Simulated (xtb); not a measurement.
SiFClBr2, SMILES [Si](Br)(Br)(Cl)F. All values are semi-empirical tight-binding results from xtb (GFN2-xTB unless named), good for trends rather than for accurate numbers. The structure is a stationary point at GFN2-xTB.

- point group as xtb finds it: Cs
- orbital gap: 6.23 eV
- zero-point energy: 4.3 kcal/mol
- G − E(el) at 298.15 K (modified RRHO): -17.3 kcal/mol
- static polarisability (D4 model): 89.1 bohr³
- solvation energy, GFN2-xTB/ALPB(water): 0.7 kcal/mol
- solvation energy, GFN2-xTB/ALPB(thf): -4.2 kcal/mol
